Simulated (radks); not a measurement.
Question: The phosphorus anion P3-, [Ar], held by a Watson sphere: a shell of charge +3 at radius R that stands for the Madelung well of a crystal (potential energy -3/R inside, -3/r outside, in hartree with lengths in bohr). Calculated with a radial shooting solver on a logarithmic mesh with Libxc functionals: scalar-relativistic Kohn-Sham, PBEsol, spin-polarised, spherical densities, point nucleus. Response by self-consistent Sternheimer equations with the Hartree and adiabatic LDA kernel, the relativistic mass of each level held fixed and spin-orbit coupling left out. The sphere does not respond.

| R (bohr) | e(2p) (eV) | e(3s) (eV) | e(3p) (eV) | <r> 3p (bohr) | sum of <r^2> (bohr^2) | X-ray form factor at sin(theta)/lambda = 0.1 1/angstrom | alpha (bohr^3) |
|---|---|---|---|---|---|---|---|
| 1.91 | -121.09 | -17.001 | -8.295 | 2.201 | 44.62 | 15.263 | 26.56 |
| 2.08 | -120.77 | -16.354 | -7.957 | 2.271 | 47.18 | 15.138 | 29.73 |
| 2.17 | -120.69 | -16.021 | -7.772 | 2.308 | 48.57 | 15.073 | 31.62 |
| 3.01 | -120.65 | -13.410 | -6.038 | 2.648 | 62.32 | 14.499 | 57.84 |
| 3.61 | -120.60 | -12.109 | -4.974 | 2.881 | 72.77 | 14.156 | 89.75 |
| 4.51 | -120.35 | -10.854 | -3.766 | 3.217 | 89.86 | 13.752 | 170.5 |

Estimate the row for R = 3.26 bohr.

Answer: e(2p) (eV) -120.64; e(3s) (eV) -12.815; e(3p) (eV) -5.570; <r> 3p (bohr) 2.746; sum of <r^2> (bohr^2) 66.61; X-ray form factor at sin(theta)/lambda = 0.1 1/angstrom 14.349; alpha (bohr^3) 69.48.
